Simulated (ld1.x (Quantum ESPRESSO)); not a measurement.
**Before and after: TM potential for Ag**

| Item | Value |
| --- | --- |
| Element | silver (Ag) |
| Generator | ld1.x (Quantum ESPRESSO) 7.5 |
| Type | norm-conserving Troullier–Martins (Kleinman–Bylander form) |
| Functional | PBE |
| Relativity | non-relativistic |
| Frozen core | [Kr] |
| Valence charge | 11 |
| Reference configuration | 4d10 5s1 5p0 |
| Partial waves | 5p (bound, empty): rc 3.40 bohr; 4d (bound): rc 1.25 bohr; 5s (bound): rc 1.90 bohr |
| Local potential | the s channel |
| Core correction | a·sin(br)/r model core, default radius (core density twice the valence density) |

Change: all radii but the core radius scaled by about 1.06 (s 2.02, p 3.60, d 1.32 bohr).

Cutoffs: the cutoffs (Ry, on a coarse ladder) from which the occupation-weighted sum of valence levels, in a spherical-Bessel basis at the reference potential, stays within 10 and 1 mRy of its value at 400 Ry; they do not see the model core or the augmentation charge, which bear on the density cutoff. Errors are all-electron minus pseudo energies relative to the spin-unpolarised reference configuration.

Question: Predict the effect on cutoff, ghosts and configuration errors.

Answer: The potential gets neither clearly harder nor softer (80 Ry and 100 Ry → 80 Ry and 110 Ry); the d channel sets the loose cutoff, while the largest relative change is in s, which becomes softer; of the 7 tests that both files solve, the error grows in 1 and shrinks in 0 by more than 15 % and 0.3 meV (median size 155.4 → 163.9 meV); neither file shows a bound ghost.

```tsv
quantity	base	changed
cutoff, loose	80 Ry	80 Ry
cutoff, tight	100 Ry	110 Ry
loose cutoff by channel (10 mRy a level)	d 60 Ry, s 15 Ry	d 60 Ry, s 6 Ry
bound ghosts	none	none
error for 4d10 5s0 5p0, meV [ΔE 7.18 eV]	-7.2	-8.7
error for 4d9 5s0 5p0, meV [ΔE 29.61 eV]	-161	-164
error for 4d8 5s0 5p0, meV [ΔE 66.27 eV]	-847	-860
error for 4d7 5s0 5p0, meV [ΔE 118.58 eV]	-2268	-2294
error for 4d10 5s0 5p1, meV [ΔE 3.39 eV]	-0.6	-0.8
error for 4d9 5s2 5p0, meV [ΔE 5.11 eV]	-144	-164
error for 4d9 5s1 5p1, meV [ΔE 9.12 eV]	-155	-162
```
